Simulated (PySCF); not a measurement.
Al(Br)(OH)2 (AlBrH₂O₂), SMILES [Al]([OH])([Br])[OH]. Atoms are numbered in the order given.

```xyz
6

Al     0.0000     0.0000    -0.9671
Br     0.0000     0.0000     1.2886
O      0.0000     1.4411    -1.8483
H      0.0000     2.3269    -1.4779
O      0.0000    -1.4411    -1.8483
H      0.0000    -2.3269    -1.4779
```
Charge 0, spin multiplicity 1.

The structure is a stationary point at r2SCAN-D4/def2-SVP. One conformer was computed; it need not be the lowest.

Level of theory: PySCF with PBE/def2-TZVPD.

Symmetry labels are those of the subgroup C2v that the program uses (full group C2v).

### Question
List the valence orbital energies around the gap with their symmetry. (The exact figures need the calculation; the answer reports its results.)

### Answer

```
orbital  symmetry  energy (eV)
-------  --------  -----------
HOMO−7         B2       -12.07
HOMO−6         A1        -9.82
HOMO−5         B2        -8.47
HOMO−4         B1        -8.33
HOMO−3         A1        -8.08
HOMO−2         A2        -7.73
HOMO−1         B1        -7.52
HOMO           B2        -7.34
LUMO           A1        -1.93
LUMO+1         B1        -0.78
LUMO+2         B2        -0.28
LUMO+3         A1         0.14
```
